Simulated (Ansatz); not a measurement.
## Nudged elastic band run: BH4ISSi

input.yaml

```yaml
crystal:
  periodic: [false, false, false]
  atoms:
    - { symbol: B, position_ang: [-0.622589, 1.685135, 0.043589] }
    - { symbol: S, position_ang: [-0.528884, 0.406979, -1.200509] }
    - { symbol: Si, position_ang: [0.446638, -1.122853, 0.005069] }
    - { symbol: I, position_ang: [0.742272, -3.131374, -1.389081] }
    - { symbol: H, position_ang: [-0.199382, 1.511613, 1.159156] }
    - { symbol: H, position_ang: [-1.127448, 2.724348, -0.287239] }
    - { symbol: H, position_ang: [1.784897, -0.654103, 0.443877] }
    - { symbol: H, position_ang: [-0.403403, -1.476646, 1.169237] }
basis:
  gaussian: { orbitals: def2-SVP }
hamiltonian:
  xc: b3lyp
  dispersion: d4
neb:
  order_check: false
  images: 7
  f_tol: 0.05
  max_iterations: 60
  spring: 0.5
  final_atoms:
    - { symbol: B, position_ang: [-0.24570097, 0.80015791, 0.1496095] }
    - { symbol: S, position_ang: [-0.92196401, 1.17682942, -1.44167182] }
    - { symbol: Si, position_ang: [0.56385786, -1.01199832, 0.49160194] }
    - { symbol: I, position_ang: [0.43917781, -2.45590975, -1.53107669] }
    - { symbol: H, position_ang: [-1.33162808, 2.44921925, -1.20614145] }
    - { symbol: H, position_ang: [-0.26758264, 1.62208542, 1.02827466] }
    - { symbol: H, position_ang: [2.00459714, -0.90592223, 0.86567918] }
    - { symbol: H, position_ang: [-0.14865611, -1.7313627, 1.58782368] }
  initial_path:
    images:
      - { positions_ang: [[-0.622589, 1.685135, 0.043589], [-0.528884, 0.406979, -1.200509], [0.446638, -1.122853, 0.005069], [0.742272, -3.131374, -1.389081], [-0.199382, 1.511613, 1.159156], [-1.127448, 2.724348, -0.287239], [1.784897, -0.654103, 0.443877], [-0.403403, -1.476646, 1.169237]] }
      - { positions_ang: [[-0.58932143, 1.67132189, 0.14290472], [-0.60679752, 0.39974797, -1.12479046], [0.45361672, -1.09368452, 0.00936531], [0.72226646, -3.1177078, -1.36589819], [-0.65157737, 1.45096529, 0.8383548], [-0.76109194, 2.66320438, -0.13977147], [1.80910062, -0.5967959, 0.36022229], [-0.28409454, -1.43395232, 1.223712]] }
      - { positions_ang: [[-0.55605387, 1.65750878, 0.24222044], [-0.68471103, 0.39251694, -1.04907192], [0.46059544, -1.06451605, 0.01366162], [0.70226093, -3.10404159, -1.34271539], [-1.10377274, 1.39031759, 0.51755361], [-0.39473589, 2.60206076, 0.00769607], [1.83330424, -0.53948879, 0.27656758], [-0.16478609, -1.39125863, 1.27818699]] }
      - { positions_ang: [[-0.5227863, 1.64369567, 0.34153616], [-0.76262455, 0.38528591, -0.97335338], [0.46757416, -1.03534757, 0.01795793], [0.68225539, -3.09037539, -1.31953258], [-1.55596811, 1.32966988, 0.19675241], [-0.02837983, 2.54091713, 0.1551636], [1.85750787, -0.48218169, 0.19291287], [-0.04547763, -1.34856495, 1.33266199]] }
      - { positions_ang: [[-0.48951873, 1.62988256, 0.44085188], [-0.84053806, 0.37805488, -0.89763484], [0.47455288, -1.00617909, 0.02225423], [0.66224985, -3.07670918, -1.29634977], [-2.00816348, 1.26902217, -0.12404878], [0.33797622, 2.47977351, 0.30263114], [1.88171149, -0.42487459, 0.10925816], [0.07383083, -1.30587127, 1.38713699]] }
      - { positions_ang: [[-0.42856429, 1.4224514, 0.36804128], [-0.86089455, 0.57774852, -1.03364408], [0.49687913, -1.0076339, 0.13959116], [0.60648184, -2.92150933, -1.3550315], [-1.83902963, 1.56407144, -0.39457195], [0.18658651, 2.26535149, 0.48404202], [1.9124329, -0.5451365, 0.29836341], [0.01820909, -1.41224413, 1.43730866]] }
      - { positions_ang: [[-0.36760985, 1.21502024, 0.29523069], [-0.88125103, 0.77744215, -1.16965333], [0.51920537, -1.0090887, 0.25692809], [0.55071383, -2.76630947, -1.41371323], [-1.66989578, 1.85912071, -0.66509512], [0.03519679, 2.05092946, 0.6654529], [1.94315432, -0.66539841, 0.48746867], [-0.03741264, -1.51861698, 1.48748033]] }
      - { positions_ang: [[-0.30665541, 1.00758908, 0.22242009], [-0.90160752, 0.97713578, -1.30566257], [0.54153162, -1.01054351, 0.37426501], [0.49494582, -2.61110961, -1.47239496], [-1.50076193, 2.15416998, -0.93561828], [-0.11619293, 1.83650744, 0.84686378], [1.97387573, -0.78566032, 0.67657392], [-0.09303438, -1.62498984, 1.53765201]] }
      - { positions_ang: [[-0.24570097, 0.80015791, 0.1496095], [-0.92196401, 1.17682942, -1.44167182], [0.56385786, -1.01199832, 0.49160194], [0.43917781, -2.45590975, -1.53107669], [-1.33162808, 2.44921925, -1.20614145], [-0.26758264, 1.62208542, 1.02827466], [2.00459714, -0.90592223, 0.86567918], [-0.14865611, -1.7313627, 1.58782368]] }
```

Command:

```bash
$ ansatz run input.yaml --threads 2 --pin off --max-ram 3072MiB --backend cpu --events-out ev --progress --plain --runs-dir out
```

Output, in part (warnings, iteration lines):

```
NEB end point (image 0): max|allowed force component| = 1.061e-2 eV/Å (the criterion of neb.relax_end_points is 1.000e-2)
NEB end point (image 8): max|allowed force component| = 1.153e-2 eV/Å (the criterion of neb.relax_end_points is 1.000e-2)
NEB iter   1: max|band force component| = 4.425e1 eV/Å  barrier→ = 12.4815 eV  barrier← = 12.0264 eV  Δτ_max = 0.1967 Å  (309 SCF iters)
NEB iter   2: max|band force component| = 4.069e1 eV/Å  barrier→ = 11.2016 eV  barrier← = 10.7464 eV  Δτ_max = 0.2000 Å  (229 SCF iters)
NEB iter   3: max|band force component| = 1.397e1 eV/Å  barrier→ = 3.5152 eV  barrier← = 3.0600 eV  Δτ_max = 0.2000 Å  (213 SCF iters)
NEB iter   4: max|band force component| = 7.734e0 eV/Å  barrier→ = 3.2296 eV  barrier← = 2.7744 eV  Δτ_max = 0.2000 Å  (211 SCF iters)
NEB iter   5: max|band force component| = 3.357e0 eV/Å  barrier→ = 3.2013 eV  barrier← = 2.7461 eV  Δτ_max = 0.2000 Å  (207 SCF iters)
NEB iter   6: max|band force component| = 1.663e0 eV/Å  barrier→ = 2.9725 eV  barrier← = 2.5173 eV  Δτ_max = 0.2000 Å  (208 SCF iters)
NEB iter   7: max|band force component| = 8.067e-1 eV/Å  barrier→ = 3.1899 eV  barrier← = 2.7347 eV  Δτ_max = 0.1993 Å  (207 SCF iters)
NEB iter   8: max|band force component| = 1.956e0 eV/Å  barrier→ = 3.2855 eV  barrier← = 2.8303 eV  CI = image 6  Δτ_max = 0.2000 Å  (207 SCF iters)
NEB iter   9: max|band force component| = 2.122e0 eV/Å  barrier→ = 2.9329 eV  barrier← = 2.4778 eV  CI = image 6  Δτ_max = 0.2000 Å  (206 SCF iters)
NEB iter  10: max|band force component| = 2.290e0 eV/Å  barrier→ = 2.5624 eV  barrier← = 2.1072 eV  CI = image 6  Δτ_max = 0.2000 Å  (203 SCF iters)
NEB iter  11: max|band force component| = 2.418e0 eV/Å  barrier→ = 2.2356 eV  barrier← = 1.7804 eV  CI = image 6  Δτ_max = 0.2000 Å  (205 SCF iters)
NEB iter  12: max|band force component| = 2.671e0 eV/Å  barrier→ = 2.1278 eV  barrier← = 1.6726 eV  CI = image 6  Δτ_max = 0.2000 Å  (207 SCF iters)
NEB iter  13: max|band force component| = 2.864e0 eV/Å  barrier→ = 2.2647 eV  barrier← = 1.8095 eV  CI = image 6  Δτ_max = 0.1995 Å  (206 SCF iters)
NEB iter  14: max|band force component| = 3.769e0 eV/Å  barrier→ = 2.8336 eV  barrier← = 2.3784 eV  CI = image 6  Δτ_max = 0.1949 Å  (205 SCF iters)
NEB iter  15: max|band force component| = 3.553e0 eV/Å  barrier→ = 4.4346 eV  barrier← = 3.9794 eV  CI = image 6  Δτ_max = 0.1564 Å  (206 SCF iters)
NEB iter  16: max|band force component| = 3.444e0 eV/Å  barrier→ = 5.4000 eV  barrier← = 4.9448 eV  CI = image 6  Δτ_max = 0.2000 Å  (218 SCF iters)
NEB iter  17: max|band force component| = 1.654e0 eV/Å  barrier→ = 4.6873 eV  barrier← = 4.2321 eV  CI = image 6  Δτ_max = 0.1994 Å  (209 SCF iters)
NEB iter  18: max|band force component| = 6.758e-1 eV/Å  barrier→ = 4.4455 eV  barrier← = 3.9904 eV  CI = image 6  Δτ_max = 0.1583 Å  (212 SCF iters)
NEB iter  19: max|band force component| = 1.912e0 eV/Å  barrier→ = 4.4086 eV  barrier← = 3.9535 eV  CI = image 6  Δτ_max = 0.0775 Å  (213 SCF iters)
NEB iter  20: max|band force component| = 2.369e0 eV/Å  barrier→ = 4.4141 eV  barrier← = 3.9589 eV  CI = image 6  Δτ_max = 0.0787 Å  (199 SCF iters)
NEB iter  21: max|band force component| = 1.759e0 eV/Å  barrier→ = 4.2328 eV  barrier← = 3.7776 eV  CI = image 6  Δτ_max = 0.1560 Å  (211 SCF iters)
NEB iter  22: max|band force component| = 1.125e0 eV/Å  barrier→ = 4.0425 eV  barrier← = 3.5873 eV  CI = image 6  Δτ_max = 0.1988 Å  (214 SCF iters)
NEB iter  23: max|band force component| = 7.503e-1 eV/Å  barrier→ = 3.8857 eV  barrier← = 3.4306 eV  CI = image 6  Δτ_max = 0.1985 Å  (211 SCF iters)
NEB iter  24: max|band force component| = 5.196e-1 eV/Å  barrier→ = 3.7825 eV  barrier← = 3.3273 eV  CI = image 6  Δτ_max = 0.1927 Å  (210 SCF iters)
NEB iter  25: max|band force component| = 4.735e-1 eV/Å  barrier→ = 3.6382 eV  barrier← = 3.1830 eV  CI = image 6  Δτ_max = 0.2000 Å  (206 SCF iters)
NEB iter  26: max|band force component| = 5.769e-1 eV/Å  barrier→ = 3.4807 eV  barrier← = 3.0255 eV  CI = image 6  Δτ_max = 0.2000 Å  (207 SCF iters)
NEB iter  27: max|band force component| = 1.136e0 eV/Å  barrier→ = 3.5263 eV  barrier← = 3.0711 eV  CI = image 6  Δτ_max = 0.1006 Å  (212 SCF iters)
NEB iter  28: max|band force component| = 9.420e-1 eV/Å  barrier→ = 3.3800 eV  barrier← = 2.9249 eV  CI = image 6  Δτ_max = 0.1001 Å  (211 SCF iters)
NEB iter  29: max|band force component| = 1.081e0 eV/Å  barrier→ = 3.2500 eV  barrier← = 2.7948 eV  CI = image 6  Δτ_max = 0.0997 Å  (213 SCF iters)
NEB iter  30: max|band force component| = 1.165e0 eV/Å  barrier→ = 3.2620 eV  barrier← = 2.8068 eV  CI = image 6  Δτ_max = 0.0500 Å  (211 SCF iters)
NEB iter  31: max|band force component| = 8.515e-1 eV/Å  barrier→ = 3.2411 eV  barrier← = 2.7859 eV  CI = image 6  Δτ_max = 0.0996 Å  (214 SCF iters)
NEB iter  32: max|band force component| = 5.716e-1 eV/Å  barrier→ = 3.1913 eV  barrier← = 2.7361 eV  CI = image 6  Δτ_max = 0.0600 Å  (214 SCF iters)
NEB iter  33: max|band force component| = 1.686e-1 eV/Å  barrier→ = 3.1748 eV  barrier← = 2.7197 eV  CI = image 6  Δτ_max = 0.0837 Å  (215 SCF iters)
NEB iter  34: max|band force component| = 9.142e-2 eV/Å  barrier→ = 3.1734 eV  barrier← = 2.7182 eV  CI = image 6  Δτ_max = 0.0600 Å  (212 SCF iters)
NEB iter  35: max|band force component| = 8.672e-2 eV/Å  barrier→ = 3.1732 eV  barrier← = 2.7180 eV  CI = image 6  Δτ_max = 0.0841 Å  (200 SCF iters)
NEB iter  36: max|band force component| = 3.312e-1 eV/Å  barrier→ = 3.1731 eV  barrier← = 2.7179 eV  CI = image 6  Δτ_max = 0.0423 Å  (199 SCF iters)
NEB iter  37: max|band force component| = 1.519e-1 eV/Å  barrier→ = 3.1731 eV  barrier← = 2.7179 eV  CI = image 6  Δτ_max = 0.0840 Å  (200 SCF iters)
NEB iter  38: max|band force component| = 1.097e-1 eV/Å  barrier→ = 3.1731 eV  barrier← = 2.7179 eV  CI = image 6  Δτ_max = 0.0848 Å  (199 SCF iters)
NEB iter  39: max|band force component| = 1.093e-1 eV/Å  barrier→ = 3.1731 eV  barrier← = 2.7179 eV  CI = image 6  Δτ_max = 0.0845 Å  (188 SCF iters)
NEB iter  40: max|band force component| = 1.008e-1 eV/Å  barrier→ = 3.1730 eV  barrier← = 2.7178 eV  CI = image 6  Δτ_max = 0.0846 Å  (191 SCF iters)
NEB iter  41: max|band force component| = 1.070e-1 eV/Å  barrier→ = 3.1730 eV  barrier← = 2.7178 eV  CI = image 6  Δτ_max = 0.0845 Å  (193 SCF iters)
NEB iter  42: max|band force component| = 9.508e-2 eV/Å  barrier→ = 3.1730 eV  barrier← = 2.7178 eV  CI = image 6  Δτ_max = 0.0846 Å  (200 SCF iters)
NEB iter  43: max|band force component| = 1.911e-1 eV/Å  barrier→ = 3.1728 eV  barrier← = 2.7176 eV  CI = image 6  Δτ_max = 0.0422 Å  (207 SCF iters)
NEB iter  44: max|band force component| = 1.409e-1 eV/Å  barrier→ = 3.1726 eV  barrier← = 2.7174 eV  CI = image 6  Δτ_max = 0.0422 Å  (213 SCF iters)
NEB iter  45: max|band force component| = 1.209e-1 eV/Å  barrier→ = 3.1720 eV  barrier← = 2.7169 eV  CI = image 6  Δτ_max = 0.0422 Å  (213 SCF iters)
NEB iter  46: max|band force component| = 7.220e-2 eV/Å  barrier→ = 3.1713 eV  barrier← = 2.7161 eV  CI = image 6  Δτ_max = 0.0422 Å  (206 SCF iters)
NEB iter  47: max|band force component| = 6.008e-2 eV/Å  barrier→ = 3.1704 eV  barrier← = 2.7152 eV  CI = image 6  Δτ_max = 0.0422 Å  (211 SCF iters)
NEB iter  48: max|band force component| = 6.816e-2 eV/Å  barrier→ = 3.1690 eV  barrier← = 2.7138 eV  CI = image 6  Δτ_max = 0.0422 Å  (214 SCF iters)
NEB iter  49: max|band force component| = 6.507e-2 eV/Å  barrier→ = 3.1674 eV  barrier← = 2.7122 eV  CI = image 6  Δτ_max = 0.0422 Å  (211 SCF iters)
NEB iter  50: max|band force component| = 6.467e-2 eV/Å  barrier→ = 3.1654 eV  barrier← = 2.7102 eV  CI = image 6  Δτ_max = 0.0422 Å  (207 SCF iters)
NEB iter  51: max|band force component| = 6.378e-2 eV/Å  barrier→ = 3.1630 eV  barrier← = 2.7078 eV  CI = image 6  Δτ_max = 0.0422 Å  (204 SCF iters)
NEB iter  52: max|band force component| = 1.056e-1 eV/Å  barrier→ = 3.1603 eV  barrier← = 2.7052 eV  CI = image 6  Δτ_max = 0.0211 Å  (212 SCF iters)
NEB iter  53: max|band force component| = 8.945e-2 eV/Å  barrier→ = 3.1590 eV  barrier← = 2.7038 eV  CI = image 6  Δτ_max = 0.0105 Å  (209 SCF iters)
NEB iter  54: max|band force component| = 5.803e-2 eV/Å  barrier→ = 3.1583 eV  barrier← = 2.7032 eV  CI = image 6  Δτ_max = 0.0211 Å  (186 SCF iters)
NEB iter  55: max|band force component| = 6.269e-2 eV/Å  barrier→ = 3.1571 eV  barrier← = 2.7019 eV  CI = image 6  Δτ_max = 0.0211 Å  (211 SCF iters)
NEB iter  56: max|band force component| = 6.518e-2 eV/Å  barrier→ = 3.1558 eV  barrier← = 2.7006 eV  CI = image 6  Δτ_max = 0.0422 Å  (211 SCF iters)
NEB iter  57: max|band force component| = 7.290e-2 eV/Å  barrier→ = 3.1529 eV  barrier← = 2.6977 eV  CI = image 6  Δτ_max = 0.0421 Å  (206 SCF iters)
NEB iter  58: max|band force component| = 7.830e-2 eV/Å  barrier→ = 3.1503 eV  barrier← = 2.6951 eV  CI = image 6  Δτ_max = 0.0421 Å  (208 SCF iters)
NEB iter  59: max|band force component| = 1.099e-1 eV/Å  barrier→ = 3.1475 eV  barrier← = 2.6923 eV  CI = image 6  Δτ_max = 0.0210 Å  (202 SCF iters)
NEB iter  60: max|band force component| = 1.071e-1 eV/Å  barrier→ = 3.1458 eV  barrier← = 2.6906 eV  CI = image 6  Δτ_max = 0.0421 Å  (210 SCF iters)
Error: NEB band did not converge after 60 iterations: max|band force component| = 1.07e-1 eV/Å (threshold 5.0e-2); raise `neb.max_iterations` in a new run, which can start from the last band evaluated (`neb.initial_path`, with `crystal.atoms` and `neb.final_atoms` set to its first and last images), …
```

The run ended unconverged. The band didn't meet its force threshold, so its energies are provisional: the largest band force was still 0.11 eV/Å, and over the last iterations the top stayed at 3.15 eV. Neighbouring images lie up to 1.8 Å apart, so the band is torn or far too coarse. The orbitals stay closed-shell, which can raise the energy where a bond breaks towards radicals; this wasn't checked here.

Final band (atoms are numbered from 1 in the order of the input):

```
image  path coordinate (Å)  energy (eV)  B1–H5 (Å)  S2–Si3 (Å)  B1–Si3 (Å)
    0                 0.00         0.00       1.21        2.18        3.00
    1                 1.76         0.00       1.20        2.18        3.11
    2                 3.52         0.05       1.20        2.17        3.10
    3                 5.26         0.57       1.20        2.15        3.01
    4                 6.90         0.01       1.20        2.18        3.14
    5                 8.46         0.50       1.18        2.24        2.61
    6                10.02         3.15       1.30        3.31        2.15
    7                11.35         1.37       1.83        3.45        1.93
    8                12.68         0.46       2.40        3.28        2.01
```

Run time: 17 min on 2 threads of Arm Neoverse V2, on a shared host, peak memory 0.23 GiB.
